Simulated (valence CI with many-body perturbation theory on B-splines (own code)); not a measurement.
The numbers below are computed, except where a source is named.
# Hyperfine factors and g values of Hf LXVI

Level of theory: relativistic CI+MBPT: five valence electrons over a frozen Dirac-Fock core [He], a basis of 9 s, 9 p, 8 d, 6 f, 3 g, 1 h functions for each j, with the one-electron correlation potential Σ1 (screened to all orders), the two-electron term Σ2, the three-electron term Σ3, Breit, model QED; selected single and double excitations, second order for the rest (own B-spline code, finite nucleus).

No measured spectrum was set against this ion. As an estimate, large intervals hold to a few tenths of a per cent, small ones and those within an open d or f shell to about a per cent. Among the levels kept, up to 1100 cm⁻¹ of a level comes from second order outside the variational space, and about a tenth of that is noise between levels of different J, which matters for small intervals.

A/g_I is the dipole constant over the nuclear g factor μ/I (μ in nuclear magnetons, uniformly magnetised nucleus), B/Q the quadrupole constant per barn. Both hold the static response of the core; the bare values leave it out. Large factors of s and p1/2 electrons are usually good to 5 to 10 %; those of open d and f shells near neutrality can be off by tens of per cent, and small factors of p3/2, d and f electrons come from cancelling terms and can be off by a factor of two or in sign, in half-filled shells by more. B is blank for J = 1/2, where it vanishes, and for nearly pure S terms. Energies count from the lowest level.

Levels are named by their leading jj configuration (3d3/2^4 stands for four electrons in 3d with j = 3/2), which in mixed levels can hold well under half, so a name can repeat and another be missing. Letters in brackets count levels of one name in rising energy.

```csv
Level,E (× 10³ cm⁻¹),g,A/g_I (MHz),A/g_I bare,B/Q (MHz/b),B/Q bare
(2s^2 2p1/2^2 2p3/2) J=3/2,0.00,1.316,747000,764000,1450000,1460000
(2s^2 2p1/2 2p3/2^2) J=3/2,9848.1,1.435,-405000,-379000,83200,83300
(2s^2 2p1/2 2p3/2^2) J=5/2,10034,1.164,1930000,1940000,-4240,-4240
(2s^2 2p1/2 2p3/2^2) J=1/2,10439,0.619,6600000,6570000,,
(2s 2p1/2^2 2p3/2^2) J=5/2,12524,1.445,4610000,4590000,195000,195000
(2s 2p1/2^2 2p3/2^2) J=1/2,13348,2.001,2.01e+07,1.98e+07,,
(2s 2p1/2^2 2p3/2^2) J=3/2,13359,1.171,-3120000,-3050000,-167000,-167000
(2s^2 2p3/2^3) J=3/2,20308,1.286,774000,790000,-1540000,-1540000
(2s 2p1/2 2p3/2^3) J=3/2 [a],22588,1.585,4670000,4650000,-1170000,-1170000
(2s 2p1/2 2p3/2^3) J=5/2,22915,1.282,5820000,5780000,-1690000,-1690000
(2s 2p1/2 2p3/2^3) J=1/2,23416,1.349,-7600000,-7470000,,
(2s 2p1/2 2p3/2^3) J=3/2 [b],23484,1.010,166000,202000,-464000,-465000
(2p1/2^2 2p3/2^3) J=3/2,26437,1.300,724000,756000,-1490000,-1490000
(2s 2p3/2^4) J=1/2,33409,1.873,2.02e+07,2.00e+07,,
(2p1/2 2p3/2^4) J=1/2,36520,0.619,6620000,6580000,,
(2s^2 2p1/2^2 3s) J=1/2,67204,1.992,5770000,5720000,,
(2s^2 2p1/2^2 3p1/2) J=1/2,68016,0.646,1940000,1940000,,
(2s^2 2p1/2^2 3p3/2) J=3/2,71048,1.322,219000,225000,435000,436000
(2s^2 2p1/2^2 3d3/2) J=3/2,71756,0.783,128000,128000,75700,76400
(2s^2 2p1/2^2 3d5/2) J=5/2,72613,1.188,45900,45900,72800,73500
(2s^2 2p1/2 2p3/2 3s) J=3/2 [a],77169,1.654,1250000,1250000,946000,948000
(2s^2 2p1/2 2p3/2 3s) J=1/2,77250,1.294,-2860000,-2800000,,
(2s^2 2p1/2 2p3/2 3s) J=5/2,77327,1.307,2940000,2940000,1420000,1420000
(2s^2 2p1/2 2p3/2 3s) J=3/2 [b],77380,0.954,1740000,1760000,838000,839000
(2s^2 2p1/2 2p3/2 3p1/2) J=1/2,77972,1.729,-1580000,-1540000,,
(2s^2 2p1/2 2p3/2 3p1/2) J=3/2 [a],78022,1.127,1330000,1340000,296000,297000
(2s^2 2p1/2 2p3/2 3p1/2) J=5/2,78130,1.044,2180000,2190000,1410000,1410000
(2s^2 2p1/2 2p3/2 3p1/2) J=3/2 [b],78452,1.305,1150000,1170000,1450000,1450000
(2s 2p1/2^2 2p3/2 3s) J=5/2,79512,1.591,5560000,5530000,1470000,1470000
(2s 2p1/2^2 2p3/2 3s) J=3/2 [a],79741,1.428,6270000,6230000,799000,800000
(2s 2p1/2^2 2p3/2 3s) J=1/2,80256,0.839,-7130000,-7000000,,
(2s 2p1/2^2 2p3/2 3s) J=3/2 [b],80333,1.368,-1570000,-1520000,1080000,1080000
(2s 2p1/2^2 2p3/2 3p1/2) J=3/2 [a],80404,1.664,6350000,6310000,1010000,1010000
(2s 2p1/2^2 2p3/2 3p1/2) J=5/2,80412,1.332,4840000,4810000,1430000,1430000
(2s^2 2p1/2 2p3/2 3p3/2) J=5/2 [a],80940,1.407,-286000,-270000,1530000,1530000
(2s^2 2p1/2 2p3/2 3p3/2) J=1/2 [a],80978,1.534,-1700000,-1680000,,
(2s^2 2p1/2 2p3/2 3p3/2) J=3/2 [a],81011,1.133,2070000,2070000,-937000,-938000
(2s^2 2p1/2 2p3/2 3p3/2) J=7/2,81065,1.216,1370000,1380000,1870000,1870000
(2s 2p1/2^2 2p3/2 3p1/2) J=1/2,81081,1.252,-6020000,-5910000,,
(2s 2p1/2^2 2p3/2 3p1/2) J=3/2 [b],81094,0.960,-2120000,-2060000,854000,855000
```

Question: Take the isotope of mass number 179, with I = 9/2, μ = -0.6389 μN and Q = 3.79 b. What is the hyperfine structure of (2s 2p1/2^2 2p3/2^2) J=5/2?

Answer: From the table A = -655000 MHz, B = 737000 MHz. Shifts from the centre of gravity in MHz: F = 2: 9340000, F = 3: 7160000, F = 4: 4330000, F = 5: 931000, F = 6: -2940000, F = 7: -7180000.
